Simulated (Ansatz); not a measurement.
CH6OSiTe can be A, `OC([SiH3])[TeH]`, or B, `C[Te][SiH2]O`.

Program: Ansatz. Geometries: PBE0-D4/def2-TZVP. ΔE: electronic, gas phase. CCSD(T)/CBS adds triple-zeta CCSD(T) − MP2 to the extrapolated MP2 energy (def2 sets, frozen cores). DFT in def2-TZVPP. B3LYP here is the variant with VWN-RPA as its local correlation; programs differ in this. Elements past krypton have def2 core potentials. For Te outer-core shells are correlated without core-valence functions, which leaves a few kJ/mol of doubt a bond. One conformer a species, not always the lowest.

A:

Z-matrix (Å, degrees):
```
C
Si 1 1.890
Te 1 2.191 2 107.0
O 1 1.397 2 109.7 3 123.6
H 1 1.096 2 110.4 3 -111.3
H 2 1.484 1 108.1 3 69.0
H 2 1.486 1 109.2 3 -50.6
H 2 1.487 1 110.2 3 -170.8
H 3 1.659 1 93.7 2 -131.3
H 4 0.963 1 109.4 2 -175.4
```

B:

Z-matrix (Å, degrees):
```
C
Te 1 2.151
H 1 1.087 2 109.7
H 1 1.087 2 109.2 3 -122.0
H 1 1.088 2 106.8 3 119.1
Si 2 2.468 1 93.9 3 62.8
O 6 1.651 2 109.9 1 64.1
H 6 1.490 2 110.9 1 -55.7
H 6 1.486 2 106.0 1 -174.4
H 7 0.959 6 116.5 2 -149.6
```

Question: Which is lower in electronic energy at CCSD(T)/CBS, and by how much? (Estimate.)

Answer: Computed: B, by 250.2 kJ/mol.

Question: Give E(B) − E(A) in kJ/mol with CCSD/def2-TZVPP, B2PLYP, B3LYP, PBE-D4, ωB97M-V, HF/def2-TZVPP, PBE0-D4. (Best estimate.)

Answer: Ansatz gave: CCSD/def2-TZVPP -246.7, B2PLYP -248.9, B3LYP -243.6, PBE-D4 -232.4, ωB97M-V -244.9, HF/def2-TZVPP -260.8, PBE0-D4 -242.8. None reverses the order clearly.

Largest T1 diagnostic: 0.012.

From PBE to PBE0 (25 % exact exchange), in def2-TZVPP and without D4, E(B) − E(A) moves by −10.1 kJ/mol. In def2-TZVPP, CCSD(T) changes the Hartree–Fock value by +17.3 kJ/mol (the triples alone add +3.1 kJ/mol) and MP2 by +3.9 kJ/mol.
